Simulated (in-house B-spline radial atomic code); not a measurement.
Configurations of Cu IV (Cu3+), with energies counted from [Ar] 3d8. Method: non-relativistic TPSSh, spin-polarised, spherical fractional occupations, point nucleus. Calculated with a radial B-spline atomic code at the basis-set limit. Shells without spins written out take the highest spin.

Caution: exact exchange at fractional occupations of open shells leaves self-interaction of up to several eV.

Occupations are held fixed; configurations that lie above the ionisation limit could autoionise.

```tsv
configuration	E - E(ref) (eV)	highest orbital	its <r> (bohr)
[Ar] 3d(5 up, 2 down) 4s(1 up, 0 down)	15.694	4s up	2.005
[Ar] 3d7 4d1	36.682	4d up	3.122
[Ar] 3d7 4f1	44.358	4f up	4.39
[Ar] 3d(4 up, 3 down) 4f(0 up, 1 down)	48.312	4f down	4.402
[Ne] 3s2 3p5 3d8 4s1	86.084	4s up	2
[Ne] 3s2 3p5 3d8 4f1	114.88	4f up	4.386
```

**Question.** Order these further configurations by energy, lowest first.
A. [Ar] 3d7 4p1
B. [Ar] 3d(4 up, 4 down)
C. [Ne] 3s2 3p5 3d8 4d1
D. [Ne] 3s2 3p5 3d9
E. [Ne] 3s2 3p(3 up, 2 down) 3d(4 up, 4 down) 4s(0 up, 1 down)

**Answer.** B (1.8216 eV), A (24.785 eV), D (69.36 eV), E (90.091 eV), C (107.16 eV).

**Question.** How far above the reference does [Ar] 3d(5 up, 2 down) 4d(0 up, 1 down) lie?

**Answer.** 36.974 eV; its least bound orbital is 4d down with <r> = 3.176 bohr.

**Question.** How far above the reference does [Ne] 3s2 3p5 3d8 4p1 lie?

**Answer.** 95.209 eV; its least bound orbital is 4p up with <r> = 2.284 bohr.
